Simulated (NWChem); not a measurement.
C3H2FNS; SMILES Fc1nccs1

```xyz
8

F     -0.0054    -2.1063     0.0000
C     -0.1981    -0.7951     0.0000
N     -1.3562    -0.2412     0.0000
C     -1.2009     1.1339     0.0000
C      0.0785     1.6006     0.0000
S      1.1985     0.2618     0.0000
H     -2.0875     1.7569     0.0000
H      0.4280     2.6235     0.0000
```
Atoms are numbered in this order, from 1.

Program: NWChem. Geometry: optimised at B3LYP/6-31G* (spherical d). Level: M06-2X/def2-SVP with SMD (1 M gas to 1 M solution), gas-phase geometry.

Task: Order these by “cavity-dispersion-structure term (kcal/mol)”, lowest first: 1-octanol; water; anisole; chlorobenzene.

Result: chlorobenzene (-0.1), anisole (0.4), 1-octanol (0.9), water (1.6)
